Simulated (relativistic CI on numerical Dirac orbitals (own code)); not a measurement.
Radial parameters of Pt¹¹⁺

Calculated at this level of theory: Dirac-Coulomb-Breit CI, KLI orbitals optimised for each configuration, model QED, unscaled Slater integrals (own radial code, finite nucleus).

Slater integrals F^k, G^k are unscaled and averaged over j, outside the closed core [Kr] 4d10; ζ comes from projecting the Hamiltonian with its Breit term on Σ l·s of the shell.

- 4f¹⁴5s²5p⁵: ζ(5p) = 96469 cm⁻¹; <r>(5p) = 1.006, <r^2>(5p) = 1.132 (bohr units).
- 4f¹³5s²5p⁶: ζ(4f) = 7686 cm⁻¹; <r>(4f) = 0.4963, <r^2>(4f) = 0.2946 (bohr units).
- 4f¹⁴5s²5p⁴5d: F^2(5p,5p) = 106600, ζ(5p) = 97235, F^2(5p,5d) = 94281, G^1(5p,5d) = 115680, G^3(5p,5d) = 73389, ζ(5d) = 8640.7 cm⁻¹; <r>(5p) = 1.004, <r^2>(5p) = 1.127, <r>(5d) = 1.182, <r^2>(5d) = 1.567 (bohr units).

In this model ζ of a weakly bound d, f or g electron outside closed shells comes out too small, for d by up to a factor of two or three and at times with the wrong sign; that of an outer p electron is too small as well.

Averages of the first 10 configurations, taken without configuration mixing, which lowers the lowest level and can move excited configurations by several eV; other configurations of the list can lie among them:

| Configuration | Parity | States | Average energy above the lowest level (eV) |
| --- | --- | --- | --- |
| 4f¹⁴5s²5p⁵ | odd | 6 | 6.7 |
| 4f¹³5s²5p⁶ | odd | 14 | 36.9 |
| 4f¹⁴5s5p⁶ | even | 2 | 62.1 |
| 4f¹⁴5s²5p⁴5d | even | 150 | 71.4 |
| 4f¹⁴5s5p⁵5d | odd | 120 | 125.0 |
| 4f¹⁴5s²5p⁴5f | odd | 210 | 134.1 |
| 4f¹³5s²5p⁵5d | even | 840 | 102.3 |
| 4f¹⁴5s²5p⁴5g | even | 270 | 172.5 |
| 4f¹⁴5s²5p⁴6s | even | 30 | 107.8 |
| 4f¹⁴5s5p⁵5f | even | 168 | 188.3 |
